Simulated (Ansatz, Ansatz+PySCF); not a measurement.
```xyz
2

B     0.0000    0.0000    0.0000
P     0.0000    0.0000    5.1000
```

Basis set: def2-SVP (spherical functions). Charge 0, multiplicity 1.

Computed with Ansatz (development build ahead of 0.2.0); each method stands on the lowest determinant of its kind that the runs found.

The atomization energy at this shape (free ground-state atoms in the same class of orbitals less the molecule, no zero-point energy) of singlet BP in separate pieces:

```tsv
method	atomization energy
PBE0 (unrestricted)	-0.72 eV
```

Task: What does UHF give?

Result: -0.91 eV. Caution: another spin multiplicity may lie lower; the shape is not the minimum; the unrestricted determinant is a mixture of spin states. Caution for PBE0 (unrestricted): charge can spread falsely over distant fragments.
